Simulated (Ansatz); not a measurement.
Input:

```yaml
crystal:
  periodic: [false, false, false]
  atoms:
    - { symbol: Zn, position_ang: [0.0, 0.0, 0.0] }
    - { symbol: Cl, position_ang: [0.0, 0.0, 2.59] }
    - { symbol: Cl, position_ang: [0.0, 0.0, -2.24] }
    - { symbol: Si, position_ang: [-2.4958, 0.0, 0.8293] }
    - { symbol: H, position_ang: [-3.2838, -0.9102, 0.0034] }
    - { symbol: H, position_ang: [-2.547, -0.4389, 2.2208] }
    - { symbol: H, position_ang: [-3.0441, 1.3491, 0.7247] }
    - { symbol: H, position_ang: [-1.4651, 0.0, 2.1071] }
basis:
  gaussian: { orbitals: def2-SVP }
hamiltonian:
  xc: blyp
relax:
  f_tol: 0.15
  max_steps: 25
  restrain:
    - { distance: [0, 3], at: 2.33, k: 30.0 }
    - { distance: [7, 1], at: 1.37, k: 30.0 }
    - { distance: [0, 1], at: 3.44, k: 30.0 }
    - { distance: [7, 3], at: 2.66, k: 30.0 }
```

Launched with:

```bash
$ ansatz run input.yaml --threads 2 --pin off --max-ram 3072MiB --backend cpu --events-out ev --progress --plain --runs-dir out
```

Hardware: 2 threads of Intel(R) Xeon(R) Platinum 8488C (Sapphire Rapids), with other jobs on the host.

Problem. Roughly how long does this run take, and how much memory?

Solution. 22 s, with a peak of 0.17 GiB, for 11 ionic steps.
